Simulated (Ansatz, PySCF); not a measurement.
Si(H)(F)(Br)(vinyl) (C2H4BrFSi), SMILES C=C[SiH](F)Br. Atoms are numbered in the order given.

```xyz
9

Si    -0.3661     0.2809     0.7396
F      0.8183     1.2155     1.3365
Br     0.5499    -1.2962    -0.5191
C     -1.4589     1.3578    -0.2882
C     -1.2277     2.6708    -0.4047
H     -1.0315    -0.3923     1.8809
H     -2.3077     0.9094    -0.8192
H     -0.3855     3.1505     0.1054
H     -1.8647     3.3196    -1.0156
```

Coordinates come from a PBE0-D3(BJ)/def2-SVP optimisation. This is a generated structure with no PubChem entry under its InChIKey; it may be hypothetical. Other conformers were not sampled.

Two levels are set side by side: PBE-D3(BJ)/def2-SVP (Ansatz, a program for electronic structure) and PBE0-D3(BJ)/def2-SVP (Ansatz). Each level has its own optimised geometry; the coordinates shown are those of the second. Frequencies come from the Hessian of PySCF at each geometry. Differences are taken from unrounded values.

| quantity | PBE0-D3(BJ) |
|---|---|
| mean bond length (Å) | 1.474 |
| bond Si1–F2 (Å) | 1.623 |
| bond Si1–Br3 (Å) | 2.216 |
| bond Si1–C4 (Å) | 1.847 |
| bond C4–C5 (Å) | 1.338 |
| bond Si1–H6 (Å) | 1.483 |
| bond C4–H7 (Å) | 1.097 |
| bond C5–H8 (Å) | 1.095 |
| bond C5–H9 (Å) | 1.095 |
| highest harmonic wavenumber (cm⁻¹) | 3251 |
| mean harmonic wavenumber (cm⁻¹) | 1169 |
| zero-point energy (kcal/mol) | 35.09 |

Problem. What does PBE-D3(BJ) give, and how far is it from PBE0-D3(BJ)? (Estimate from the structure and the level; the computed values follow.)

Solution. 
| quantity | PBE-D3(BJ) | PBE-D3(BJ) minus PBE0-D3(BJ) |
|---|---|---|
| mean bond length (Å) | 1.486 | 0.011 |
| bond Si1–F2 (Å) | 1.638 | 0.016 |
| bond Si1–Br3 (Å) | 2.234 | 0.018 |
| bond Si1–C4 (Å) | 1.857 | 0.011 |
| bond C4–C5 (Å) | 1.349 | 0.010 |
| bond Si1–H6 (Å) | 1.495 | 0.013 |
| bond C4–H7 (Å) | 1.105 | 0.008 |
| bond C5–H8 (Å) | 1.103 | 0.008 |
| bond C5–H9 (Å) | 1.104 | 0.008 |
| highest harmonic wavenumber (cm⁻¹) | 3156 | -95 |
| mean harmonic wavenumber (cm⁻¹) | 1129 | -40 |
| zero-point energy (kcal/mol) | 33.88 | -1.21 |

Exact exchange shortens and stiffens bonds; PBE has none. Differences between two approximate levels are no errors against the true value.
